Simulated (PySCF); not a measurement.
PySCF input file for Si(Me)(OH)2(SH) (CH6O2SSi), SMILES C[Si](O)(O)S, PBE/pcSseg-1. Geometry: PBE0-D3(BJ)/def2-SVP. One conformer was computed; it need not be the lowest.

```python
import numpy as np
from pyscf import gto, scf, dft
from pyscf.prop.nmr import rks as nmr

mol = gto.M(
    atom='''
    C     1.85528212    0.70058645   -0.13385676
    Si    0.08100805    0.19193455   -0.30659998
    O    -0.01148060   -0.66527556   -1.71583202
    O    -0.99286433    1.45215224   -0.42581895
    S    -0.58408785   -0.92878691    1.41249696
    H     2.15078672    1.31650093   -0.99732354
    H     2.01623614    1.28254218    0.78545477
    H     2.51409280   -0.18073685   -0.10521930
    H    -0.88527923   -0.99264717   -1.95098829
    H    -1.23205764    1.90413532    0.38810477
    H     0.55058101   -1.65481985    1.50876823
    ''',
    basis='pcSseg-1',
    charge=0,
    spin=0,
    max_memory=1600,
    verbose=3,
)
mf = dft.RKS(mol, xc='pbe')
mf.grids.level = 3
mf.conv_tol = 1e-10
mf.max_cycle = 100
mf.kernel()
n = nmr.NMR(mf)
n.verbose = 2
n.max_cycle_cphf = 60
sigma = n.kernel()
print('atom   isotropic/ppm   span/ppm')
for i, s in enumerate(sigma):
    w = np.linalg.eigvalsh((s + s.T) / 2)
    print(f'{mol.atom_symbol(i):2s}{i + 1:3d} {w.mean():14.3f} {w[2] - w[0]:11.3f}')
```

It prints:

```
converged SCF energy = -879.411897913695
atom   isotropic/ppm   span/ppm
C   1        176.750      22.213
Si  2        332.765      58.460
O   3        246.106      66.108
O   4        258.111      54.309
S   5        660.682     186.604
H   6         30.681      11.408
H   7         31.114       9.331
H   8         30.970       9.456
H   9         29.281      18.786
H  10         29.873      19.088
H  11         30.804      16.801
```

The calculation finished and met its thresholds.

Cost: very roughly 20 core-seconds.
